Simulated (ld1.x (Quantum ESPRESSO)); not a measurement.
## I: TM pseudisation with LDA (PZ), scalar-relativistic reference atom.

| Property | Result |
| --- | --- |
| Element | iodine |
| Generator | ld1.x (Quantum ESPRESSO) 7.5 |
| Type | norm-conserving Troullier–Martins (Kleinman–Bylander form) |
| Functional | LDA (PZ) |
| Relativity | scalar-relativistic |
| Frozen core | [Kr] |
| Valence charge | 17 |
| Reference configuration | 4d10 5s2 5p5 |
| Partial waves | 5s (bound): rc 1.85 bohr; 5p (bound): rc 1.75 bohr; 4f channel at 0.3 Ry: rc 1.45 bohr; 4d (bound): rc 1.50 bohr |
| Local potential | the d channel |
| Core correction | Bessel-smoothed model core, default radius (core density twice the valence density) |

All-electron outer shells of the reference configuration (LDA (PZ), scalar-relativistic, ld1.x):

```
shell  level (eV)  outermost node (bohr)  outermost maximum (bohr)
   4s     -180.16                   0.37                      0.68
   4p     -127.33                   0.37                      0.72
   4d      -50.33                   0.35                      0.78
   5s      -17.65                   0.88                      1.70
   5p       -7.25                   0.96                      2.02
```

Results:

```json
{
  "Cutoffs needed": "100 Ry and 160 Ry (the cutoffs (Ry, on a coarse ladder) from which the occupation-weighted sum of valence levels, in a spherical-Bessel basis at the reference potential, stays within 10 and 1 mRy of its value at 400 Ry)",
  "Ghost test": "ghost states, extra bound levels that the all-electron valence spectrum of the same l lacks: s at -216.3 eV, p at -67.1 eV; a true bound ghost makes a file unfit for plane-wave use (spherical-Bessel basis up to 400 Ry, 20 bohr box)",
  "Largest excitation error": "-378 meV (all-electron minus pseudo) for 4d9 5s2 5p5, out of 7 test configurations"
}
```

Generation and tests took about 2.7 s on one core of a shared server CPU.
